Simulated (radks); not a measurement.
The numbers below are computed, except where a source is named.
Te, 52 electrons, occupied as [Kr] 4d10 5s2 5p3 4f1 (not the ground configuration).

Level of theory: scalar-relativistic Kohn-Sham, PBE, spin-polarised, spherical densities, finite nucleus; open shells are filled with parallel spins first (spin-orbit coupling, left out, can overturn this in heavy ions); Fermi nuclear charge, rms radius 4.7423 fm (a radial shooting solver on a logarithmic mesh with Libxc functionals).

Energy parts (hartree):
total: -6794.01420
kinetic: 7118.01562
electron-nucleus: -16421.65910
Hartree: 2684.98592
exchange-correlation: -175.35665

Orbitals (lengths in bohr, moments of r in powers of bohr; r(max) is where P^2 peaks):
orbital	occ.	eigenvalue (hartree)	r(max)	<r^4>	<r^2>
1s up	1	-1162.530	0.01794	2.872e-06	0.001048
1s down	1	-1162.527	0.01794	2.872e-06	0.001048
2s up	1	-178.4967	0.1014	0.0004927	0.01694
2s down	1	-178.4954	0.1014	0.0004926	0.01694
2p up	3	-160.2678	0.08123	0.0003555	0.01340
2p down	3	-160.2653	0.08123	0.0003555	0.01340
3s up	1	-35.73029	0.2926	0.02141	0.1186
3s down	1	-35.72755	0.2926	0.02141	0.1186
3p up	3	-29.80401	0.2863	0.02254	0.1190
3p down	3	-29.80087	0.2863	0.02254	0.1189
3d up	5	-20.84221	0.2379	0.01995	0.1043
3d down	5	-20.83925	0.2379	0.01994	0.1043
4s up	1	-6.30226	0.7010	0.6458	0.6609
4s down	1	-6.29553	0.7012	0.6441	0.6605
4p up	3	-4.46606	0.7379	0.9086	0.7694
4p down	3	-4.45895	0.7381	0.9015	0.7676
4d up	5	-1.79413	0.8109	2.192	1.116
4d down	5	-1.78130	0.8106	2.094	1.097
4f up	1	-0.01749	15.91	117100	294.0
5s up	1	-0.82482	1.789	33.04	4.675
5s down	1	-0.74439	1.761	32.99	4.633
5p up	3	-0.46757	2.111	74.97	6.894

The highest occupied level is 4f up at -0.476 eV. The spin density at the nucleus is -2.860 e/bohr^3 (1s -0.377, 2s 0.115, 3s 0.073, 4s 0.243, 5s -2.914).

Empty levels of this run are not shown, since the potential may be unsettled where no density lies.
